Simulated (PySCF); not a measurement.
A structure optimised at B3LYP-D3(BJ)/def2-TZVP, used in a PySCF frequency run:

```
Si
H 1 1.4700
H 1 1.4700 2 112.80
Cl 1 2.0521 2 108.47 3 120.19
Cl 1 2.0521 2 108.47 3 -120.19
```

Task: Write its SMILES, formula and point group.

Result: Cl[SiH2]Cl, Cl₂H₂Si, C2v

Task: What are its rotational constants (standard atomic weights)?

Result: 13.959, 2.4810, 2.1610 GHz
